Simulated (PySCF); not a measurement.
# TeOCl4: adding exact exchange

Base calculation in PySCF with density fitting and no spin–orbit coupling, PBE/def2-SVP (scalar-relativistic core potentials): singlet, C2v, Te–Cl 2.400 Å (×2), Te–Cl 2.417 Å (×2), Te–O 1.825 Å; Cl–Te–Cl 86.6° (×4), Cl–Te–Cl 114.0°, Cl–Te–Cl 167.4°, Cl–Te–O 96.3° (×2), Cl–Te–O 123.0° (×2); wavenumbers 49, 91, 158, 165, 169, 174, 247, 290, 322, 341, 346, 826 cm⁻¹; dipole moment 1.64 D, gap between the highest occupied and lowest empty levels 1.06 eV, polar-tensor charge of Te 2.22 e, atomisation energy (no zero-point energy) 1201 kJ/mol.

What changes on going to PBE0/def2-SVP (scalar-relativistic core potentials)?

The point group stays the same. Changes: mean bond to Te -0.038 Å, smallest bond angle +0.1 degrees, highest wavenumber +38 cm⁻¹, lowest wavenumber +9 cm⁻¹, dipole moment +0.38 D, gap between the highest occupied and lowest empty levels +2.46 eV, polar-tensor charge of Te +0.21 e, atomisation energy (no zero-point energy) -163 kJ/mol. The new structure has Te–Cl 2.355 Å (×2), Te–Cl 2.379 Å (×2), Te–O 1.801 Å; Cl–Te–Cl 86.7° (×4), Cl–Te–Cl 112.8°, Cl–Te–Cl 168.1°, Cl–Te–O 95.9° (×2), Cl–Te–O 123.6° (×2), with wavenumbers 58, 99, 171, 180, 184, 187, 267, 316, 355, 376, 379, 864 cm⁻¹. Exact exchange shortens and stiffens the bonds and opens the gap, the usual pattern.

The structures come from searches over a few start shapes, so lower isomers are not excluded.
